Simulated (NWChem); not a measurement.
Program: NWChem. System: CHO$_{2}$, charge 0, spin multiplicity 2, at a geometry optimised with UPBE0/def2-SVP. The structure started from a generated list of species. Its SCF solution wasn't tested for a lower state. Level: UPBE/def2-TZVP.

Output (cleaned and shortened):

```
             Northwest Computational Chemistry Package (NWChem) 7.3.0
             --------------------------------------------------------

                                NWChem Input Module
                                -------------------

 Scaling coordinates for geometry "geometry" by  1.889725989
 (inverse scale =  0.529177249)

 Turning off AUTOSYM since
 SYMMETRY directive was detected!

                             Geometry "geometry" -> ""
                             -------------------------

 Output coordinates in angstroms (scale by  1.889725989 to convert to a.u.)

  No.       Tag          Charge          X              Y              Z
 ---- ---------------- ---------- -------------- -------------- --------------
    1 O                    8.0000    -0.94527500     0.68076400     0.00000000
    2 C                    6.0000    -0.30550600    -0.31327400     0.00000000
    3 O                    8.0000     0.99442800    -0.49295200     0.00000000
    4 H                    1.0000     1.43981600     0.37715200     0.00000000

 Effective nuclear repulsion energy (a.u.)      63.5645329945

            Nuclear Dipole moment (a.u.)
            ----------------------------
        X                 Y               Z
 ---------------- ---------------- ----------------
     0.0000075589     0.0000075589     0.0000000000

      Symmetry information
      --------------------

 Group name             Cs
 Group number              2
 Group order               2
 No. of unique centers     4

      Symmetry unique atoms

     1    2    3    4


 Summary of "ao basis" -> "" (spherical)
 ------------------------------------------------------------------------------
       Tag                 Description            Shells   Functions and Types
 ---------------- ------------------------------  ------  ---------------------
 *                         def2-tzvp                  on all atoms

  pbe96 is a nonlocal functional; adding pw91lda local functional.

                                 NWChem DFT Module
                                 -----------------

 Summary of "ao basis" -> "ao basis" (spherical)
 ------------------------------------------------------------------------------
       Tag                 Description            Shells   Functions and Types
 ---------------- ------------------------------  ------  ---------------------
 O                         def2-tzvp                11       31   5s3p2d1f
 C                         def2-tzvp                11       31   5s3p2d1f
 H                         def2-tzvp                 4        6   3s1p

 Summary of "ao basis" -> "ao basis" (spherical)
 ------------------------------------------------------------------------------
       Tag                 Description            Shells   Functions and Types
 ---------------- ------------------------------  ------  ---------------------
 O                         def2-tzvp                11       31   5s3p2d1f
 C                         def2-tzvp                11       31   5s3p2d1f
 H                         def2-tzvp                 4        6   3s1p

      Symmetry analysis of basis
      --------------------------

        a'         68
        a"         31

            General Information
            -------------------
          SCF calculation type: DFT
          Wavefunction type:  spin polarized.
          No. of atoms     :     4
          No. of electrons :    23
           Alpha electrons :    12
            Beta electrons :    11
          Charge           :     0
          Spin multiplicity:     2
          Use of symmetry is: on ; symmetry adaption is: on
          Maximum number of iterations: 100
          AO basis - number of functions:    99
                     number of shells:    37
          Convergence on energy requested:  1.00D-06
          Convergence on density requested:  1.00D-05
          Convergence on gradient requested:  5.00D-04

              XC Information
              --------------
          PerdewBurkeErnzerhof Exchange Functional  1.000
            Perdew 1991 LDA Correlation Functional  1.000 local
           PerdewBurkeErnz. Correlation Functional  1.000 non-local

             Grid Information
[...]
                     -----------------------------------------

 Vector    9  Occ=1.000000D+00  E=-4.248596D-01  Symmetry=a'
              MO Center= -8.6D-02,  8.1D-02, -3.1D-13, r^2= 1.9D+00
   Bfn.  Coefficient  Atom+Function         Bfn.  Coefficient  Atom+Function
  ----- ------------  ---------------      ----- ------------  ---------------
     7      0.292523  1 O  py                37      0.225571  2 C  px
    10      0.218261  1 O  py                69      0.215975  3 O  py
    72      0.172664  3 O  py                68     -0.165843  3 O  px
     4      0.140141  1 O  s                 40      0.140018  2 C  px
    71     -0.131367  3 O  px                66     -0.120098  3 O  s

 Vector   10  Occ=1.000000D+00  E=-3.220804D-01  Symmetry=a'
              MO Center= -3.8D-01,  1.2D-01,  4.2D-13, r^2= 1.8D+00
   Bfn.  Coefficient  Atom+Function         Bfn.  Coefficient  Atom+Function
  ----- ------------  ---------------      ----- ------------  ---------------
     6      0.364353  1 O  px                 9      0.294310  1 O  px
    69     -0.223343  3 O  py                12      0.184078  1 O  px
    72     -0.182131  3 O  py                38      0.171762  2 C  py
    75     -0.112491  3 O  py                68      0.108162  3 O  px
    41      0.105271  2 C  py                71      0.095964  3 O  px

 Vector   11  Occ=1.000000D+00  E=-3.205785D-01  Symmetry=a"
              MO Center=  4.1D-02,  6.5D-02, -4.2D-13, r^2= 1.8D+00
   Bfn.  Coefficient  Atom+Function         Bfn.  Coefficient  Atom+Function
  ----- ------------  ---------------      ----- ------------  ---------------
    70     -0.354635  3 O  pz                 8      0.338617  1 O  pz
    73     -0.294990  3 O  pz                11      0.277210  1 O  pz
    76     -0.219485  3 O  pz                14      0.178172  1 O  pz
    39      0.071837  2 C  pz                42      0.056058  2 C  pz
    54      0.029452  2 C  d  1

 Vector   12  Occ=0.000000D+00  E=-1.387047D-01  Symmetry=a'
              MO Center= -2.9D-01, -2.9D-01, -6.0D-16, r^2= 2.0D+00
   Bfn.  Coefficient  Atom+Function         Bfn.  Coefficient  Atom+Function
  ----- ------------  ---------------      ----- ------------  ---------------
    36      0.512865  2 C  s                 67     -0.407074  3 O  s
    35      0.369921  2 C  s                 96      0.294916  4 H  s
    38     -0.276591  2 C  py                 7      0.213613  1 O  py
    41     -0.207944  2 C  py                13      0.200676  1 O  py
    10      0.173958  1 O  py                 5     -0.163121  1 O  s

 Vector   13  Occ=0.000000D+00  E=-2.478252D-02  Symmetry=a"
              MO Center= -3.2D-01, -1.4D-01,  2.6D-14, r^2= 1.6D+00
   Bfn.  Coefficient  Atom+Function         Bfn.  Coefficient  Atom+Function
  ----- ------------  ---------------      ----- ------------  ---------------
    42      0.456044  2 C  pz                45      0.456623  2 C  pz
    39      0.422382  2 C  pz                14     -0.354118  1 O  pz
     8     -0.292276  1 O  pz                76     -0.259743  3 O  pz
    11     -0.241109  1 O  pz                70     -0.211342  3 O  pz
    73     -0.174217  3 O  pz

 Vector   14  Occ=0.000000D+00  E= 1.022174D-02  Symmetry=a'
              MO Center=  1.4D+00,  5.7D-01,  6.4D-16, r^2= 2.7D+00
   Bfn.  Coefficient  Atom+Function         Bfn.  Coefficient  Atom+Function
  ----- ------------  ---------------      ----- ------------  ---------------
    96      1.482056  4 H  s                 67     -0.803270  3 O  s
    75     -0.412486  3 O  py                74     -0.217100  3 O  px
    36     -0.208269  2 C  s                 69     -0.202272  3 O  py
    95      0.184959  4 H  s                 72     -0.153806  3 O  py
    44      0.149803  2 C  py                68     -0.139884  3 O  px

   alpha - beta orbital overlaps
   -----------------------------

   alpha      1      2      3      4      5      6      7      8      9     10
    beta      1      2      3      4      5      6      7      9      8     10
 overlap   1.000  1.000  1.000  0.999  1.000  0.997  0.997  0.981  0.999  0.981

   alpha     11     12     13     14     15     16     17     18     19     20
    beta     11     12     13     14     15     16     17     18     19     20
 overlap   1.000  0.986  0.999  0.995  0.990  0.956  1.000  0.957  1.000  0.993

   alpha     21     22     23     24     25     26     27     28     29     30
    beta     21     22     23     24     25     26     27     28     29     30
 overlap   0.994  1.000  0.998  0.988  0.999  0.936  0.933  0.992  0.997  0.988

   alpha     31     32     33     34     35     36     37     38     39     40
    beta     31     32     33     34     35     36     37     38     39     40
 overlap   0.985  0.999  0.996  0.999  0.999  0.987  0.999  0.990  0.997  0.999

   alpha     41     42     43     44     45     46     47     48     49     50
    beta     41     42     43     44     45     46     47     48     49     50
 overlap   0.996  0.998  0.999  0.999  0.999  0.999  0.999  1.000  0.999  1.000

   alpha     51     52     53     54     55     56     57     58     59     60
    beta     51     53     52     54     55     56     57     58     61     59
 overlap   0.999  1.000  1.000  0.999  0.999  0.989  0.996  0.993  0.739  0.996

   alpha     61     62     63     64     65     66     67     68     69     70
    beta     60     62     63     64     65     66     67     68     69     70
 overlap   0.749  0.990  0.989  0.989  1.000  0.999  1.000  0.999  0.997  0.998

   alpha     71     72     73     74     75     76     77     78     79     80
    beta     71     72     73     74     75     76     77     78     79     80
 overlap   0.999  1.000  0.998  1.000  0.997  0.999  0.997  0.998  1.000  0.981

   alpha     81     82     83     84     85     86     87     88     89     90
    beta     81     82     83     84     85     86     87     88     89     90
 overlap   0.981  1.000  1.000  0.999  0.997  0.996  0.998  0.997  0.998  1.000

   alpha     91     92     93     94     95     96     97     98     99
    beta     91     92     93     94     95     96     97     98     99
 overlap   1.000  1.000  1.000  0.999  0.999  1.000  1.000  1.000  1.000

     --------------------------
     Expectation value of S2:
     --------------------------
      <S2> =      0.7525 (Exact =     0.7500)

 center of mass
 --------------
 x =  -0.06000369 y =  -0.01575479 z =   0.00000000

 moments of inertia (a.u.)
 ------------------
          45.057479766374          58.743325829211           0.000000000000
          58.743325829211         118.820949314541           0.000000000000
           0.000000000000           0.000000000000         163.878429080915

     Multipole analysis of the density
     ---------------------------------

     L   x y z        total         alpha         beta         nuclear
     -   - - -        -----         -----         ----         -------
     0   0 0 0     -0.000000    -12.000000    -11.000000     23.000000

     1   1 0 0      0.761797      0.738474      0.023316      0.000008
     1   0 1 0      0.212524      0.439506     -0.226990      0.000008
     1   0 0 1     -0.000000     -0.000000     -0.000000      0.000000

     2   2 0 0    -12.182821    -39.032612    -36.331366     63.181157
     2   1 1 0      2.142327     14.900323     15.640692    -28.398688
     2   1 0 1     -0.000000     -0.000000     -0.000000      0.000000
     2   0 2 0    -13.277066    -19.590108    -16.479696     22.792738
     2   0 1 1     -0.000000     -0.000000     -0.000000      0.000000
     2   0 0 2    -12.166517     -6.521679     -5.644838      0.000000

 Task  times  cpu:        2.1s     wall:        2.1s

 Total times  cpu:        2.1s     wall:        2.1s
```

Q: Write an NWChem input that would produce this output.

A: Several could match; the one computed here: 
```
start mol
memory heap 200 mb stack 900 mb global 1100 mb
geometry units angstroms nocenter noautoz
  O     -0.945275     0.680764     0.000000
  C     -0.305506    -0.313274     0.000000
  O      0.994428    -0.492952     0.000000
  H      1.439816     0.377152     0.000000
  symmetry group Cs
end
basis spherical
  * library def2-tzvp
end
dft
  xc xpbe96 cpbe96
  odft
  mult 2
  semidirect memsize 60000000 filesize 0
  iterations 100
end
task dft energy
```
